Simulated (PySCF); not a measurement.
Species: C6H13S (doublet state).
Structure used (GFN2-xTB), in Å, numbered top down from 1:
```xyz
20
C6H13S angstrom
C      3.1239    0.1357   -1.4036
C      1.9710    0.2566   -0.4819
S      0.3770    0.0386   -1.0695
C     -0.5189   -0.1817    0.5347
C     -0.1165   -1.5154    1.1417
C     -2.0189   -0.0819    0.2899
C     -2.4477    1.3054   -0.1710
H      2.8824   -0.5362   -2.2244
H      3.4157    1.1024   -1.8305
H      3.9921   -0.2536   -0.8687
H      2.0733    0.8397    0.4195
H     -0.1851    0.6417    1.1725
H     -0.4493   -2.3343    0.5072
H      0.9660   -1.5726    1.2399
H     -0.5647   -1.6315    2.1270
H     -2.5356   -0.3327    1.2201
H     -2.3050   -0.8216   -0.4607
H     -1.9434    1.5672   -1.0979
H     -2.2007    2.0533    0.5798
H     -3.5208    1.3313   -0.3426
```

The hyperfine couplings belong to this conformer and change with its torsions.

Identity: `C[CH]S[C@H](C)CC` [radical].

The calculation used UKS B3LYP, pcH-1 on C H S, non-relativistic, mean-field spin-orbit, GIAO in PySCF 2.14.0. Geometry: GFN2-xTB, one conformer, isolated molecule. Couplings are sensitive to structure, and on GFN2-xTB geometries they can be far from those on DFT ones. The SCF solution wasn't tested for stability.

Problem. Predict the first-order ENDOR lines of C2, C1, C4, C7, C6, C5, H8/H9/H10, H12 and H16 under fast tumbling at B = 348.2 mT (X band).

Solution. For S = 1/2 in fast tumbling each set of equivalent nuclei gives two lines, ν± = |νn ± a/2| to first order, with νn = g_N μN B/h and μN/h = 7.62259 MHz/T.

| nuclei | isotope | g_N | νn (MHz) | a_iso (MHz) | lower line (MHz) | upper line (MHz) |
| --- | --- | --- | --- | --- | --- | --- |
| C2 | 13C | 1.4048 | 3.73 | 122.90 | 57.72 | 65.18 |
| C1 | 13C | 1.4048 | 3.73 | -28.39 | 10.46 | 17.92 |
| C4 | 13C | 1.4048 | 3.73 | 8.95 | 0.75 | 8.20 |
| C7 | 13C | 1.4048 | 3.73 | 2.63 | 2.41 | 5.05 |
| C6 | 13C | 1.4048 | 3.73 | -1.43 | 3.01 | 4.44 |
| C5 | 13C | 1.4048 | 3.73 | -1.01 | 3.22 | 4.23 |
| H8/H9/H10 | 1H | 5.5857 | 14.83 | 62.40 | 16.38 | 46.03 |
| H12 | 1H | 5.5857 | 14.83 | 2.42 | 13.61 | 16.04 |
| H16 | 1H | 5.5857 | 14.83 | 1.26 | 14.19 | 15.46 |

The rows for 13C, of low natural abundance, apply to labelled samples.

Problem. Which pairs are centred on the nuclear Larmor frequency, and which on half the coupling?

Solution. Centred on νn, since |a| < 2νn: C7, C6, C5, H12 and H16. Centred on |a|/2 and split by 2νn: C2, C1, C4 and H8/H9/H10.

Problem. At what field would the lower line of C7 fall to zero frequency?

Solution. Where νn = |a|/2, that is B = 1.32 MHz/(1.4048 × 7.62259 MHz/T) = 123 mT, as far as first order holds there.

Couplings of abundant isotopes left out: H11 (-29.8 MHz) and H18/H19/H20 (0.9 MHz).

Class means assume fast exchange of nuclei equivalent by connectivity; if that motion is slow, each nucleus keeps its own coupling. The three 1H nuclei of mean +62.4 MHz run from 9.6 to 114.8 MHz in the frozen geometry.

The Mulliken spin populations are largest on C2 (+0.83), S3 (+0.16) and C1 (-0.07). The positive populations add up to 1.10 and the negative ones to -0.10, together 2S = 1. The angles at C2 add up to 355.8°, so it is nearly planar; its axial dipolar tensor and the negative coupling of its proton fit spin in a p orbital normal to that plane.
